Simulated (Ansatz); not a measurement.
C₆H₁₆N (SMILES CC[NH+](CC)CC), charge +1, singlet, geometry from GFN2-xTB; CCSD(T)/STO-3G in Ansatz (a program for electronic structure).

Input for Ansatz:
Ansatz 0.2 input:
```yaml
crystal:
  periodic: [false, false, false]
  atoms:
    - {symbol: C, position_ang: [0.07966608, 2.53945812, -0.62397730]}
    - {symbol: C, position_ang: [0.72364037, 1.16384148, -0.64783776]}
    - {symbol: N, position_ang: [0.04407923, 0.22019569, 0.28802546]}
    - {symbol: C, position_ang: [0.97308232, -0.82581326, 0.81552992]}
    - {symbol: C, position_ang: [1.53732912, -1.74827637, -0.25097342]}
    - {symbol: C, position_ang: [-1.20383891, -0.33740470, -0.30506635]}
    - {symbol: C, position_ang: [-2.09726399, -0.99955970, 0.72952877]}
    - {symbol: H, position_ang: [-0.95205469, 2.52097517, -0.96447010]}
    - {symbol: H, position_ang: [0.11429324, 2.97200033, 0.37388602]}
    - {symbol: H, position_ang: [0.62981460, 3.19979884, -1.28842082]}
    - {symbol: H, position_ang: [0.68908210, 0.73993426, -1.65206601]}
    - {symbol: H, position_ang: [1.76802563, 1.25252643, -0.34348648]}
    - {symbol: H, position_ang: [-0.24909751, 0.77698603, 1.10014315]}
    - {symbol: H, position_ang: [0.43376012, -1.41008803, 1.56208121]}
    - {symbol: H, position_ang: [1.79076023, -0.30707233, 1.32089242]}
    - {symbol: H, position_ang: [2.07034356, -1.20121882, -1.02282765]}
    - {symbol: H, position_ang: [0.76929016, -2.36133525, -0.71280999]}
    - {symbol: H, position_ang: [2.24585653, -2.42160807, 0.22390252]}
    - {symbol: H, position_ang: [-1.74455085, 0.48896055, -0.76849135]}
    - {symbol: H, position_ang: [-0.92628160, -1.04434651, -1.08679007]}
    - {symbol: H, position_ang: [-1.66809131, -1.91654541, 1.12255547]}
    - {symbol: H, position_ang: [-3.04259983, -1.25907720, 0.26110545]}
    - {symbol: H, position_ang: [-2.31279475, -0.32473327, 1.55539512]}
basis:
  gaussian:
    orbitals: STO-3G
total_charge: 1
magnetization: {spin_polarized: false}
correlation: {method: ccsd_t}
```

Problem. Write the output that Ansatz gives for this input, abridged.

Solution. 
```
Functional definition: HF
729 factors; integrals over basis functions are off by at most 4.5e-5 eV
mean field evaluation 1: about -7818.2533 eV, gradient 1.9e1 eV
mean field evaluation 2: about -7818.7928 eV, gradient 1.9e1 eV
mean field evaluation 4: about -7820.0936 eV, gradient 1.6e0 eV
mean field evaluation 8: about -7820.1011 eV, gradient 5.0e-6 eV
mean field evaluation 16: about -7819.5855 eV, gradient 3.6e-2 eV
mean field -7820.10110943 eV, -287.3834151168 hartree, gradient 2.2e-6 eV, S^2 0.000000; 0 other end points of the search recorded, 0 dependent functions left out
7 core orbitals not correlated
reference -7820.10110943 eV, -287.3834151168 hartree; 22, 22 occupied and 22, 22 virtual orbitals, 729 factors
second order -10.05515225 eV of doubles, -0.00000000 eV of singles
cycle   1  -12.17683430 eV  change    -2.1e0 eV  update   9.9e-2
cycle   2  -13.12779487 eV  change   -9.5e-1 eV  update   3.6e-2
cycle   3  -13.18686778 eV  change   -5.9e-2 eV  update   6.4e-3
cycle   4  -13.19508614 eV  change   -8.2e-3 eV  update   1.8e-3
cycle   5  -13.19518453 eV  change   -9.8e-5 eV  update   4.1e-4
cycle   6  -13.19513821 eV  change    4.6e-5 eV  update   7.8e-5
cycle   7  -13.19516147 eV  change   -2.3e-5 eV  update   2.9e-5
perturbative correction -0.09183652 eV, -0.0033749297 hartree
Total energy: -7833.38810741 eV, -287.8717032863 hartree
```
